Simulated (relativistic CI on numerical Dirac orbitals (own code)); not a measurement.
**Radial parameters of Mo²⁸⁺**

Computed by Dirac-Coulomb-Breit CI, KLI orbitals optimised for each configuration, model QED, unscaled Slater integrals (own radial code, finite nucleus).

Slater integrals F^k, G^k are unscaled and averaged over j, outside the closed core [Ne]; ζ comes from projecting the Hamiltonian with its Breit term on Σ l·s of the shell.

- 3s2 3p2: F^2(3p,3p) = 273180, ζ(3p) = 134530 cm⁻¹; <r>(3p) = 0.3633, <r^2>(3p) = 0.1521 (bohr units).
- 3s 3p3: F^2(3p,3p) = 273010, G^1(3s,3p) = 344950, ζ(3p) = 134440 cm⁻¹; <r>(3s) = 0.3744, <r^2>(3s) = 0.1594, <r>(3p) = 0.3636, <r^2>(3p) = 0.1524 (bohr units).
- 3s2 3p 3d: ζ(3p) = 134310, F^2(3p,3d) = 273990, G^1(3p,3d) = 290550, G^3(3p,3d) = 195050, ζ(3d) = 16332 cm⁻¹; <r>(3p) = 0.3638, <r^2>(3p) = 0.1526, <r>(3d) = 0.3232, <r^2>(3d) = 0.1207 (bohr units).

Averages of the first 10 configurations, taken without configuration mixing, which lowers the lowest level and can move excited configurations by several eV; other configurations of the list can lie among them:

| Configuration | Parity | States | Average energy above the lowest level (eV) |
| --- | --- | --- | --- |
| 3s2 3p2 | even | 15 | 37.4 |
| 3s 3p3 | odd | 40 | 130.5 |
| 3s2 3p 3d | odd | 60 | 159.7 |
| 3p4 | even | 15 | 235.3 |
| 3s 3p2 3d | even | 300 | 247.7 |
| 3p3 3d | odd | 200 | 347.6 |
| 3s 3p 3d2 | odd | 540 | 369.4 |
| 3s2 3d 4p | odd | 60 | 872.2 |
| 3p3 4s | odd | 40 | 901.4 |
| 3s 3p 3d 4s | odd | 240 | 916.8 |
